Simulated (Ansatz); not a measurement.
Input and output for `C=C(O)BCl`.

```yaml
crystal:
  periodic: [false, false, false]
  atoms:
    - {symbol: C, position_ang: [0.963526, 0.088096, 0.825711]}
    - {symbol: C, position_ang: [-0.122117, -0.210637, 0.096490]}
    - {symbol: O, position_ang: [-0.976098, -1.222098, 0.386722]}
    - {symbol: B, position_ang: [-0.424628, 0.647714, -1.151887]}
    - {symbol: Cl, position_ang: [-1.812408, 0.335756, -2.150444]}
    - {symbol: H, position_ang: [1.596890, 0.911500, 0.527050]}
    - {symbol: H, position_ang: [1.246139, -0.464771, 1.718381]}
    - {symbol: H, position_ang: [-0.680189, -1.677667, 1.181890]}
    - {symbol: H, position_ang: [0.297484, 1.545906, -1.450911]}
basis:
  gaussian: {orbitals: def2-SVPD}
hamiltonian: {xc: {name: PBE0-DH}}
accuracy: high
output: {forces: true}
```

```sh
$ ansatz run in.yaml --threads 2 --pin off --events-out ev --progress --plain --max-ram 4352MiB
```

Shortened log:

```
Functional definition: PBE0-DH
2857 factors; integrals over basis functions are off by at most 3.6e-9 eV
mean field evaluation 1: about -17361.4012 eV, gradient 3.7e1 eV
mean field evaluation 2: about -17361.7638 eV, gradient 3.7e1 eV
mean field evaluation 4: about -17364.6731 eV, gradient 4.3e0 eV
mean field evaluation 8: about -17364.7158 eV, gradient 5.5e-1 eV
mean field evaluation 16: about -17364.7165 eV, gradient 2.4e-4 eV
mean field -17364.71651888 eV, -638.1415618411 hartree, gradient 3.2e-8 eV, S^2 0.000000; 0 other end points of the search recorded, 0 dependent functions left out
9 core orbitals not correlated: weight in the atoms' cores, before any rotation towards them, 1.000 or more for the frozen orbitals, at most 0.000 for the correlated occupied ones
reference -17364.71652128 eV, -638.1415619293 hartree; 14, 14 occupied and 119, 119 virtual orbitals, 2857 factors
second order -23.68685327 eV of doubles, -0.00000000 eV of singles
Total energy: -17367.67737794 eV, -638.2503714046 hartree
Atom 0 at     0.963526     0.088096     0.825711 Å, force     0.082977    -0.004921     0.083655 eV/Å
Atom 1 at    -0.122117    -0.210637     0.096490 Å, force    -0.314942    -0.209059    -0.075727 eV/Å
Atom 2 at    -0.976098    -1.222098     0.386722 Å, force     0.255897     0.032648     0.216403 eV/Å
Atom 3 at    -0.424628     0.647714    -1.151887 Å, force     0.035904    -0.003174     0.035644 eV/Å
Atom 4 at    -1.812408     0.335756    -2.150444 Å, force    -0.127935    -0.039626    -0.080552 eV/Å
Atom 5 at     1.596890     0.911500     0.527050 Å, force     0.094149     0.132603    -0.053363 eV/Å
Atom 6 at     1.246139    -0.464771     1.718381 Å, force     0.026193    -0.076963     0.110695 eV/Å
Atom 7 at    -0.680189    -1.677667     1.181890 Å, force    -0.138461     0.048706    -0.189186 eV/Å
Atom 8 at     0.297484     1.545906    -1.450911 Å, force     0.086219     0.119786    -0.047568 eV/Å
Dipole moment:     0.368805    -0.081970     0.450274 e Å
```

Hardware: 2 threads of an Intel Xeon 6975P-C on a shared host. Wall time 17 s, peak host memory 0.75 GiB.
